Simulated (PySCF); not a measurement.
Isomers of C5H8F2O2Si, mass 166.026 u with the commonest isotopes. Level of theory: PBE0/pcSseg-1 in PySCF (dipole) on a GFN2-xTB geometry, gas phase. One conformer each, none proved a minimum here; rigid rotors.

Question: Order these by rotational constant A, smallest first.
A. `[O:1]=[CH:2][O:3][C@@H:4]1[C@@H:5]([F:6])[CH2:7][SiH2:8][C@@H:9]1[F:10]` with O1–C2–O3–C4 2°, C2–O3–C4–C5 -91°, O3–C4–C5–F6 180°, C4–C5–C7–Si8 -31°, C5–C7–Si8–C9 3°, C7–Si8–C9–F10 145°
B. `[O:1]=[CH:2][O:3][C@@H:4]1[SiH2:5][C@H:6]1[CH2:7][CH:8]([F:9])[F:10]` with O1–C2–O3–C4 0°, C2–O3–C4–Si5 13°, Si5–C6–C7–C8 -84°, C6–C7–C8–F9 69°
C. `[CH3:1][CH2:2][C:3](=[O:4])/[C:5](=[CH:6]\[F:7])[O:8][SiH2:9][F:10]` with C1–C2–C3–O4 -1°, C2–C3–C5–C6 1°, C3–C5–O8–Si9 4°, C5–O8–Si9–F10 66°
D. `[O:1]=[C:2]1[CH2:3][CH2:4][C@@H:5]1[O:6][SiH2:7][CH:8]([F:9])[F:10]` with C4–C5–O6–Si7 -170°, C5–O6–Si7–C8 -71°, O6–Si7–C8–F9 56°, O1–C2–C3–C4 -159°, C2–C3–C4–C5 -12°, C3–C4–C5–O6 131°, O1–C2–C5–C4 160°

Answer: A (1443 MHz), C (1531 MHz), D (2329 MHz), B (2532 MHz).

Question: Order these by dipole moment, largest first.
A. `[O:1]=[C:2]1[CH2:3][CH2:4][C@@H:5]1[O:6][SiH2:7][CH:8]([F:9])[F:10]` with C4–C5–O6–Si7 -170°, C5–O6–Si7–C8 -71°, O6–Si7–C8–F9 56°, O1–C2–C3–C4 -159°, C2–C3–C4–C5 -12°, C3–C4–C5–O6 131°, O1–C2–C5–C4 160°
B. `[O:1]=[CH:2][O:3][C@@H:4]1[C@@H:5]([F:6])[CH2:7][SiH2:8][C@@H:9]1[F:10]` with O1–C2–O3–C4 2°, C2–O3–C4–C5 -91°, O3–C4–C5–F6 180°, C4–C5–C7–Si8 -31°, C5–C7–Si8–C9 3°, C7–Si8–C9–F10 145°
C. `[CH3:1][CH2:2][C:3](=[O:4])/[C:5](=[CH:6]\[F:7])[O:8][SiH2:9][F:10]` with C1–C2–C3–O4 -1°, C2–C3–C5–C6 1°, C3–C5–O8–Si9 4°, C5–O8–Si9–F10 66°

Answer: A (3.62 D), C (3.04 D), B (2.71 D).

Question: Order these by radius of gyration √(Σ m r²/M), largest first.
A. `[O:1]=[C:2]1[CH2:3][CH2:4][C@@H:5]1[O:6][SiH2:7][CH:8]([F:9])[F:10]` with C4–C5–O6–Si7 -170°, C5–O6–Si7–C8 -71°, O6–Si7–C8–F9 56°, O1–C2–C3–C4 -159°, C2–C3–C4–C5 -12°, C3–C4–C5–O6 131°, O1–C2–C5–C4 160°
B. `[CH3:1][CH2:2][C:3](=[O:4])/[C:5](=[CH:6]\[F:7])[O:8][SiH2:9][F:10]` with C1–C2–C3–O4 -1°, C2–C3–C5–C6 1°, C3–C5–O8–Si9 4°, C5–O8–Si9–F10 66°
C. `[O:1]=[CH:2][O:3][C@@H:4]1[SiH2:5][C@H:6]1[CH2:7][CH:8]([F:9])[F:10]` with O1–C2–O3–C4 0°, C2–O3–C4–Si5 13°, Si5–C6–C7–C8 -84°, C6–C7–C8–F9 69°
D. `[O:1]=[CH:2][O:3][C@@H:4]1[C@@H:5]([F:6])[CH2:7][SiH2:8][C@@H:9]1[F:10]` with O1–C2–O3–C4 2°, C2–O3–C4–C5 -91°, O3–C4–C5–F6 180°, C4–C5–C7–Si8 -31°, C5–C7–Si8–C9 3°, C7–Si8–C9–F10 145°

Answer: C (2.488 Å), A (2.459 Å), B (2.338 Å), D (2.139 Å).

```tsv
SMILES	point group	Ia (u·Å²)	Ib (u·Å²)	Ic (u·Å²)	κ	μa (D)	μb (D)	μc (D)
O=CO[C@@H]1[C@@H](F)C[SiH2][C@@H]1F	C1	350.12	520.90	648.61	-0.42	1.44	0.46	2.25
CCC(=O)/C(=C\F)O[SiH2]F	C1	330.18	610.03	875.60	-0.47	2.69	1.07	0.94
O=C1CC[C@@H]1O[SiH2]C(F)F	C1	216.98	890.28	900.49	-0.99	2.22	2.66	1.06
O=CO[C@@H]1[SiH2][C@H]1CC(F)F	C1	199.60	885.84	969.23	-0.95	2.26	1.99	0.24
```
